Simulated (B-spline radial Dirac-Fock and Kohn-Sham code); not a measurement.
## Dipole and non-dipole photoemission parameters of Xe 4p3/2

System: neutral xenon in the configuration [Kr] 4d10 5s2 5p6; threshold 145.5 eV (tabulated edge). Calculated with an atomic code on a B-spline grid, using Dirac-Hartree-Slater photoionisation with a Latter tail; cross sections with all multipoles, angular parameters from the dipole term and its interference with E2.

Input of the calculation (task.json; shells as n, l, electrons):

```json
{"items": [{
  "Z": 54,
  "q": 0,
  "cfg": [[1, 0, 2], [2, 0, 2], [2, 1, 6], [3, 0, 2], [3, 1, 6], [3, 2, 10], [4, 0, 2], [4, 1, 6], [4, 2, 10], [5, 0, 2], [5, 1, 6]],
  "A": 132,
  "rrms": 4.7859,
  "do": "xps",
  "hv": [59.2, 61.3, 64.4, 73.5, 110.0, 121.0, 145.0, 186.0, 200, 305.0, 357.0, 522.0, 758.0, 800, 958.0, 1000, 1250.0, 1253.6, 1340.0, 1410.0, 1486.9, 1720.0, 2250.0, 4910.0, 5414.7, 6840.0, 7440.0, 8047.8, 9251.7, 10500.0],
  "edges": {"K": 34561.0, "L1": 5453.0, "L2": 5107.0, "L3": 4786.0, "M1": 1148.7, "M2": 1002.1, "M3": 940.6, "M4": 689.0, "M5": 676.4, "N1": 213.2, "N2": 146.7, "N3": 145.5, "N4": 69.5, "N5": 67.5}
}]}
```

Launch: `python xray2_run.py task.json out`

| hν (eV) | σ (kb) | β | γ | δ |
| --- | --- | --- | --- | --- |
| 186 | 329 | -0.514 | 0.098 | -0.025 |
| 200 | 321 | -0.293 | -0.035 | 0.005 |
| 305 | 267 | 0.761 | 0.074 | 0.045 |
| 357 | 237 | 1.001 | 0.170 | 0.035 |
| 522 | 161 | 1.372 | 0.232 | 0.013 |
| 758 | 98.5 | 1.568 | 0.134 | 0.003 |
| 800 | 91.0 | 1.587 | 0.115 | 0.002 |
| 958 | 69.1 | 1.640 | 0.054 | 0.001 |
| 1000 | ? | ? | ? | ? |
| 1250 | 44.3 | 1.690 | -0.013 | 0.001 |
| 1253.6 | 44.1 | 1.690 | -0.014 | 0.001 |
| 1340 | 39.2 | 1.698 | -0.023 | 0.001 |
| 1410 | 35.8 | 1.703 | -0.028 | 0.001 |
| 1486.9 | 32.5 | 1.707 | -0.031 | 0.001 |
| 1720 | 24.8 | 1.715 | -0.027 | 0.002 |
| 2250 | 14.6 | 1.712 | 0.033 | 0.004 |
| 4910 | 2.61 | 1.608 | 0.563 | 0.016 |
| 5414.7 | 2.06 | 1.586 | 0.661 | 0.020 |
| 6840 | 1.15 | 1.527 | 0.914 | 0.030 |
| 7440 | 0.925 | 1.503 | 1.010 | 0.035 |
| 8047.8 | 0.753 | 1.479 | 1.101 | 0.040 |
| 9251.7 | 0.520 | 1.434 | 1.268 | 0.051 |
| 10500 | 0.368 | 1.391 | 1.422 | 0.063 |

Task: Give the values at 1000 eV.

Result: σ = 64.5 kb, β = 1.650, γ = 0.041, δ = 0.001.
